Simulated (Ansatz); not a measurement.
Isolated molecules relaxed with PBE0-D4/def2-TZVP in Ansatz; ΔE leaves out vibrations. CBS: MP2 limit from def2 TZ/QZ plus the TZ coupled-cluster correction, frozen cores. This one scheme is used for every species. One conformer a species, not always the lowest.

Consider the ligand exchange at the Si–N bond: `O[SiH](O)N[SiH](Cl)Cl` + `O[SiH2]O` → `O[SiH2]O[SiH](Cl)Cl` + `N[SiH](O)O`.

```
                species  CCSD(T)/CBS(def2) energy (Eh)
`O[SiH](O)N[SiH](Cl)Cl`                    -1706.06232
             `O[SiH2]O`                     -441.92975
  `O[SiH2]O[SiH](Cl)Cl`                    -1650.72843
           `N[SiH](O)O`                     -497.28304
```

Task: Work out ΔE.

Result: ΔE = (-1650.72843) + (-497.28304) − (-1706.06232) − (-441.92975) = -0.01940 Eh = -0.53 eV.

Largest T1 diagnostic among the species: 0.011.

In def2-TZVPP, CCSD(T) changes the Hartree–Fock value by +0.12 eV (the triples alone add +0.02 eV) and MP2 by +0.14 eV. The D4 term adds +0.03 eV with B3LYP and +0.02 eV with PBE0; it sums over pairs of atoms, weighted by their polarisabilities, and B3LYP, whose exchange is more repulsive, gets the larger term.

B3LYP here is the variant with VWN-RPA as its local correlation; programs differ in this.
